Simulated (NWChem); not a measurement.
# cyclopentanone (C5H8O); SMILES C1CC(CC1)=O

```xyz
14

O      0.0000     0.0000     2.1429
C      0.0000     0.0000     0.9317
C      0.1268     1.2382     0.0329
C     -0.2255     0.7403    -1.3790
C      0.2255    -0.7403    -1.3790
C     -0.1268    -1.2382     0.0329
H     -0.4901     2.0598     0.4089
H      1.1727     1.5737     0.0842
H      0.2484     1.3256    -2.1726
H     -1.3105     0.7961    -1.5345
H      1.3105    -0.7961    -1.5345
H     -0.2484    -1.3256    -2.1726
H     -1.1727    -1.5737     0.0842
H      0.4901    -2.0598     0.4089
```
Atoms are numbered in this order, from 1.

Level: B3LYP/6-31G* (spherical d) (NWChem), optimised geometry, unscaled harmonic frequencies. 

Q: List the harmonic frequencies with IR intensities, and the thermochemistry.

A: 
```
frequency (cm⁻¹)  IR intensity (km/mol)
----------------  ---------------------
97                                  5.0
230                                 0.1
449                                 4.0
469                                 4.1
565                                 4.9
586                                 2.7
713                                 1.2
814                                 0.9
849                                10.3
901                                 0.2
932                                 1.0
975                                 0.1
975                                 9.7
1039                                0.6
1159                               78.1
1178                                2.8
1184                                0.4
1234                                0.0
1266                                0.8
1313                                5.0
1323                                0.7
1359                                4.6
1360                                0.7
1480                                0.1
1480                               16.4
1524                                3.8
1537                                0.8
1847                              210.7
3042                                8.0
3042                                5.5
3053                               22.4
3059                               40.8
3111                               22.9
3115                               29.4
3121                                7.9
3123                               33.3
```

| Quantity | Value |
|---|---|
| zero-point energy | 76.5 kcal/mol |
| thermal correction to the enthalpy at 298.15 K (with zero-point energy) | 80.5 kcal/mol |
| heat capacity Cv | 20.5 cal/(mol K) |
| entropy at 298.15 K and 1 atm (symmetry number 2) | 73.5 cal/(mol K) |
| dipole moment | 2.89 D |

Rigid rotor and harmonic oscillator; modes under 100 cm⁻¹ make the entropy uncertain.
